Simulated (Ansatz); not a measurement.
Total energies of Ga8As8H22, a nanocrystal cut from wurtzite GaAs (hydrogen-capped) from Ansatz at PBE-D4/def2-SVP, gas phase (1 Eh = 27.2114 eV = 2625.5 kJ/mol). The reference geometry is relaxed at PBE-D4/def2-SVP.

```xyz
38

Ga   -2.5112   -3.0718    2.6169
As    0.0148   -3.3239    2.8384
As   -2.3924   -1.3908    0.7627
Ga   -1.4280    0.7715    1.4785
Ga    1.6821   -2.0927    1.4424
As    1.0133    0.2796    1.7016
As   -1.5239    2.4030   -0.3781
Ga   -0.7351    4.6873    0.2837
Ga    2.5400    1.6549    0.3158
As    1.6868    3.9808    0.6424
Ga   -1.4288   -2.3900   -1.2739
As    1.0146   -2.5238   -0.8934
As   -1.5861   -0.5187   -2.9330
Ga   -0.4935    1.6948   -2.5022
Ga    2.4209   -1.3414   -2.6180
As    1.8252    1.0164   -1.9577
H    -2.9923   -2.3724    3.9453
H    -3.0295   -4.4503    2.0525
H     0.4381   -3.1069    4.2883
H     0.4033   -4.7971    2.7548
H    -3.8374   -1.0649    0.3869
H    -2.0386    1.3169    2.8274
H     3.1792   -2.4123    1.8146
H     1.3683    0.6321    3.1444
H    -3.0122    2.5396   -0.6972
H    -1.2927    5.0547    1.7118
H    -0.7212    5.6316   -0.9794
H     4.0727    1.4908    0.6413
H     2.1584    4.4108    2.0285
H     2.6201    4.8865   -0.1555
H    -2.1217   -3.7045   -1.7990
H     1.3061   -4.0107   -1.0843
H    -3.0667   -0.2583   -3.1947
H    -1.2186   -1.0213   -4.3246
H    -0.6594    2.6820   -3.7193
H     3.9411   -1.5876   -2.2791
H     1.7415   -1.6082   -4.0231
H     2.6628    1.9144   -2.8658
```

```
                 state   geometry   energy (Eh)
      charge 0 singlet  reference  -33290.31099
      charge 1 doublet  reference  -33290.03373
     charge -1 doublet  reference  -33290.33625
free Ga atom (doublet)          –   -1924.26790
free As atom (quartet)          –   -2235.19489
 free H atom (doublet)          –      -0.49863
```

Single mean-field runs in def2-SVP are fitted with def2-universal-jkfit.

Problem. Work out the vertical ionisation energy to the doublet.

Solution. E(charge 1 doublet) − E(charge 0 singlet) = -33290.03373 − (-33290.31099) = 0.27726 Eh = 7.54 eV. For comparison, −ε of the highest occupied level is 5.94 eV at this level, 1.60 eV less.

Problem. Work out the vertical electron affinity, to the doublet.

Solution. E(charge 0 singlet) − E(charge -1 doublet) = -33290.31099 − (-33290.33625) = 0.02526 Eh = 0.69 eV. The basis lacks diffuse functions, which makes affinities too small.

Problem. Give the fundamental gap IE − EA, the Mulliken electronegativity (IE + EA)/2 and the hardness (IE − EA)/2.

Solution. From the values in Eh: IE − EA = 0.27726 − 0.02526 = 0.25200 Eh = 6.86 eV; (IE + EA)/2 = 4.12 eV; (IE − EA)/2 = 3.43 eV. The HOMO–LUMO gap of the same run is 3.90 eV, 2.96 eV smaller than the fundamental gap.

Problem. What is the binding energy per atom against free atoms?

Solution. Atoms: 8 × (-1924.26790) + 8 × (-2235.19489) + 22 × (-0.49863) = -33286.67218 Eh. Binding: -33286.67218 − (-33290.31099) = 3.63881 Eh = 99.02 eV, or 2.61 eV for each of 38 atoms (no zero-point energy, no counterpoise term).

At PBE-D4/def2-SVP the gap within one spin of the charge 1 doublet nearly closes, so an electron or hole may be smeared out by delocalisation error. At PBE-D4/def2-SVP the gap within one spin of the charge -1 doublet nearly closes, so an electron or hole may be smeared out by delocalisation error. At PBE-D4/def2-SVP the highest occupied level of the charge -1 doublet lies above zero (up to 0.80 eV). By energy differences its removal costs 0.69 eV (vertical, to the charge 0 singlet, at PBE-D4/def2-SVP); self-interaction error and the lack of diffuse functions both raise the level.
